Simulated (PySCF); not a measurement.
O²⁺ (oxygen, charge +2): LDA calculation

Configuration: [He] 2s2 2p2, high-spin 3P determinant. Computed with PySCF 2.14 in def2-TZVP, with the non-relativistic Hamiltonian (point nucleus).

```json
{"Total energy": "-72.7048 hartree", "One-electron energy": "-92.5746 hartree", "Hartree (Coulomb) energy": "26.7717 hartree", "Exchange-correlation energy": "-6.9019 hartree", "Kinetic energy": "72.45810 hartree", "⟨S²⟩": "2.0011", "⟨L²⟩": "2.002", "Sum of ⟨r⟩": "4.452 bohr", "Sum of ⟨r²⟩": "5.105 bohr²", "Traceless quadrupole moment −½Σ⟨3z² − r²⟩ along its main axis": "0.456 e·bohr²", "Density at the nucleus (Gaussians lack the cusp)": "303 bohr⁻³", "Spin density at the nucleus": "-0.235 bohr⁻³", "Langevin diamagnetic susceptibility": "-4.04 ×10⁻⁶ cm³/mol", "Time after the integrals": "0.12 s of wall time on 1 thread of AMD EPYC 7R43 64-Core Processor (shared host)"}
```

```csv
shell,electrons,mean orbital energy (eV),"rms radius, mean of both spins (bohr)"
1s α,1,-553.67,0.233
1s β,1,-551.69,0.233
2s α,1,-59.472,1.13
2s β,1,-55.202,1.13
2p α,2,-44.984,1.10
```
